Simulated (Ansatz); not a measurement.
Ansatz (an electronic-structure program) input (r2SCAN0/def2-TZVPD):

Ansatz 0.2 input:
```yaml
crystal:
  periodic: [false, false, false]
  atoms:
    - {symbol: Ti, position_ang: [-0.40110585, -0.00343828, -0.09428122]}
    - {symbol: F, position_ang: [1.29660647, 0.01111452, 0.30477152]}
    - {symbol: H, position_ang: [-1.28463963, 0.66983202, 1.18294000]}
    - {symbol: H, position_ang: [-0.90442679, -1.59890939, -0.35188340]}
    - {symbol: H, position_ang: [-0.65606301, 0.90468890, -1.49981342]}
basis:
  gaussian:
    orbitals: def2-TZVPD
hamiltonian:
  xc: {name: r2SCAN0}
output: {forces: true}
```

Output:

```
Functional definition: r2SCAN0
integrals: 0.04 GiB planned
840 factors; their error is unknown
mean field: 0.38 GiB planned
mean field evaluation 1: about -25876.3509 eV, gradient 3.7e1 eV
mean field evaluation 2: about -25852.8954 eV, gradient 1.4e2 eV
mean field evaluation 4: about -25878.3846 eV, gradient 7.7e0 eV
mean field evaluation 8: about -25878.6210 eV, gradient 1.5e-1 eV
mean field evaluation 16: about -25878.6210 eV, gradient 2.0e-5 eV
mean field -25878.62104142 eV, -951.0217821127 hartree, gradient 2.0e-5 eV, S^2 0.000000; 0 other end points of the search recorded, 0 dependent functions left out
the calculation of the forces begins
reference -25878.62106020 eV, -951.0217828031 hartree; 17, 17 occupied and 98, 98 virtual orbitals, 840 factors
Total energy: -25878.62106020 eV, -951.0217828031 hartree
Atom 0 at    -0.401106    -0.003438    -0.094281 Å, force     0.328168     0.002535     0.077113 eV/Å
Atom 1 at     1.296606     0.011115     0.304772 Å, force    -0.408663    -0.003401    -0.096049 eV/Å
Atom 2 at    -1.284640     0.669832     1.182940 Å, force     0.047764    -0.041828    -0.081141 eV/Å
Atom 3 at    -0.904427    -1.598909    -0.351883 Å, force     0.024072     0.099133     0.014319 eV/Å
Atom 4 at    -0.656063     0.904689    -1.499813 Å, force     0.008659    -0.056439     0.085758 eV/Å
Dipole moment:    -0.155646    -0.001338    -0.036585 e Å
```
